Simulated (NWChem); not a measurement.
System: CH4Al, doublet; SMILES [CH3][AlH]

NWChem printed, in part:

```
             Northwest Computational Chemistry Package (NWChem) 7.3.0
             --------------------------------------------------------

 C1  symmetry detected

                             Geometry "geometry" -> ""
                             -------------------------

 Output coordinates in angstroms (scale by  1.889725989 to convert to a.u.)

  No.       Tag          Charge          X              Y              Z
 ---- ---------------- ---------- -------------- -------------- --------------
    1 Al                  13.0000     0.10629919    -0.78580279    -0.00003815
    2 C                    6.0000     0.00605342     1.18188855    -0.00007511
    3 H                    1.0000    -0.55573858     1.52084256     0.88881144
    4 H                    1.0000    -0.56302530     1.52120511    -0.88413827
    5 H                    1.0000     0.98230819     1.68854236    -0.00377284
    6 H                    1.0000    -1.28175437    -1.60648502     0.00004633

 Effective nuclear repulsion energy (a.u.)      44.2217328606

                                Z-matrix (autoz)
                                --------

 Units are Angstrom for bonds and degrees for angles

      Type          Name      I     J     K     L     M      Value
      ----------- --------  ----- ----- ----- ----- ----- ----------
    1 Stretch                  1     2                       1.97024
    2 Stretch                  1     6                       1.61252
    3 Stretch                  2     3                       1.10482
    4 Stretch                  2     4                       1.10479
    5 Stretch                  2     5                       1.09990
    6 Bend                     1     2     3               109.40578
    7 Bend                     1     2     4               109.44845
    8 Bend                     1     2     5               114.51167
    9 Bend                     2     1     6               117.67710
   10 Bend                     3     2     4               106.71798
   11 Bend                     3     2     5               108.22285
   12 Bend                     4     2     5               108.24193
   13 Torsion                  3     2     1     6          58.53919
   14 Torsion                  4     2     1     6         -58.06544
   15 Torsion                  5     2     1     6        -179.79162

                           NWChem Geometry Optimization
                           ----------------------------

 maximum gradient threshold         (gmax) =   0.000450
 rms gradient threshold             (grms) =   0.000300
 maximum cartesian step threshold   (xmax) =   0.001800
 rms cartesian step threshold       (xrms) =   0.001200
 fixed trust radius                (trust) =   0.300000
 source of zmatrix                         =   autoz

          -------------------
          Energy Minimization
          -------------------

 Using diagonal initial Hessian
 Scaling for Hessian diagonals: bonds = 1.00  angles = 0.25  torsions = 0.10

          --------
          Step   0

                                 NWChem DFT Module
                                 -----------------

 Summary of "ao basis" -> "ao basis" (spherical)
 ------------------------------------------------------------------------------
       Tag                 Description            Shells   Functions and Types
 ---------------- ------------------------------  ------  ---------------------
 Al                          3-21g                   7       13   4s3p
 C                           3-21g                   5        9   3s2p
 H                           3-21g                   2        2   2s

[...]

      ----------------------
      Optimization converged
      ----------------------

  Step       Energy      Delta E   Gmax     Grms     Xrms     Xmax
  ---- ---------------- -------- -------- -------- -------- --------
@    3    -281.35207172 -1.3D-06  0.00016  0.00006  0.00072  0.00166
                                     ok       ok       ok       ok

                                Z-matrix (autoz)
                                --------

 Units are Angstrom for bonds and degrees for angles

      Type          Name      I     J     K     L     M      Value     Gradient
      ----------- --------  ----- ----- ----- ----- ----- ---------- ----------
    1 Stretch                  1     2                       2.00570   -0.00002
    2 Stretch                  1     6                       1.63431    0.00016
    3 Stretch                  2     3                       1.09987    0.00006
    4 Stretch                  2     4                       1.09984    0.00006
    5 Stretch                  2     5                       1.09373    0.00007
    6 Bend                     1     2     3               109.64683    0.00003
    7 Bend                     1     2     4               109.66376    0.00003
    8 Bend                     1     2     5               112.95100    0.00006
    9 Bend                     2     1     6               117.58180   -0.00006
   10 Bend                     3     2     4               107.34032   -0.00005
   11 Bend                     3     2     5               108.52975   -0.00004
   12 Bend                     4     2     5               108.54449   -0.00004
   13 Torsion                  3     2     1     6          59.03274   -0.00001
   14 Torsion                  4     2     1     6         -58.58954    0.00001
   15 Torsion                  5     2     1     6        -179.79384    0.00000

                         Geometry "geometry" -> "geometry"
                         ---------------------------------

 Output coordinates in angstroms (scale by  1.889725989 to convert to a.u.)

  No.       Tag          Charge          X              Y              Z
 ---- ---------------- ---------- -------------- -------------- --------------
    1 Al                  13.0000     0.11317407    -0.80234302    -0.00020282
    2 C                    6.0000     0.00064639     1.20019954     0.00004584
    3 H                    1.0000    -0.55203045     1.53941524     0.88840887
    4 H                    1.0000    -0.55925517     1.53952597    -0.88370231
    5 H                    1.0000     0.98226956     1.68252409    -0.00376631
    6 H                    1.0000    -1.29066185    -1.63913104     0.00005012

 Effective nuclear repulsion energy (a.u.)      43.7426896771

                Final and change from initial internal coordinates
                --------------------------------------------------

                                Z-matrix (autoz)
                                --------

[...]

 Rotational Constants
 --------------------
 A=   3.280505 cm-1  (  4.719810 K)
 B=   0.364997 cm-1  (  0.525138 K)
 C=   0.350038 cm-1  (  0.503616 K)

 Temperature                      =   298.15K
 frequency scaling parameter      =   1.0000

 Zero-Point correction to Energy  =   25.712 kcal/mol  (  0.040974 au)
 Thermal correction to Energy     =   28.338 kcal/mol  (  0.045159 au)
 Thermal correction to Enthalpy   =   28.930 kcal/mol  (  0.046103 au)

 Total Entropy                    =   63.178 cal/mol-K
   - Translational                =   37.187 cal/mol-K (mol. weight =  43.0128)
   - Rotational                   =   20.872 cal/mol-K (symmetry #  =        1)
   - Vibrational                  =    5.119 cal/mol-K

 Cv (constant volume heat capacity) =   12.101 cal/mol-K
   - Translational                  =    2.979 cal/mol-K
   - Rotational                     =    2.979 cal/mol-K
   - Vibrational                    =    6.142 cal/mol-K

[normal modes left out]

 ----------------------------------------------------------------------------
 Normal Eigenvalue ||           Projected Infra Red Intensities
  Mode   [cm**-1]  || [atomic units] [(debye/angs)**2] [(KM/mol)] [arbitrary]
 ------ ---------- || -------------- ----------------- ---------- -----------
    1        0.000 ||    0.000026           0.001         0.025       0.009
    2        0.000 ||    0.000811           0.019         0.791       0.300
    3        0.000 ||    0.000147           0.003         0.144       0.054
    4        0.000 ||    0.000005           0.000         0.005       0.002
    5        0.000 ||    0.000240           0.006         0.234       0.089
    6        0.000 ||    0.000331           0.008         0.323       0.122
    7      106.284 ||    0.002515           0.058         2.452       0.929
    8      474.484 ||    0.045128           1.041        43.993      16.662
    9      613.427 ||    0.027118           0.626        26.436      10.013
   10      640.707 ||    0.000307           0.007         0.299       0.113
   11      814.412 ||    0.127054           2.931       123.859      46.912
   12     1296.791 ||    0.009879           0.228         9.630       3.647
   13     1514.763 ||    0.004269           0.098         4.162       1.576
   14     1529.456 ||    0.008006           0.185         7.805       2.956
   15     1780.009 ||    0.230642           5.321       224.841      85.160
   16     3015.405 ||    0.006924           0.160         6.750       2.557
   17     3077.937 ||    0.015568           0.359        15.176       5.748
   18     3130.591 ||    0.008532           0.197         8.317       3.150
 ----------------------------------------------------------------------------
```

Level: B3LYP/3-21G, spin-unrestricted. The spin multiplicity was typed, not searched, and may not be the lowest. No stability test was run on the SCF state.

Write an input that gives this output.

Several could match; the one computed here: the input that was run:
```
start job
memory heap 200 mb stack 900 mb global 1100 mb
geometry units angstroms
  Al    -0.025560     0.744655     0.420232
  C     -0.006354    -1.194724     0.073391
  H      0.234172    -1.375137    -0.989726
  H     -1.015852    -1.609223     0.245607
  H      0.708021    -1.761263     0.688604
  H     -1.049513     1.648696    -0.436764
end
basis spherical
  * library 3-21g
end
dft
  odft
  mult 2
  xc b3lyp
  iterations 150
end
driver
  maxiter 120
end
task dft optimize
task dft freq
```
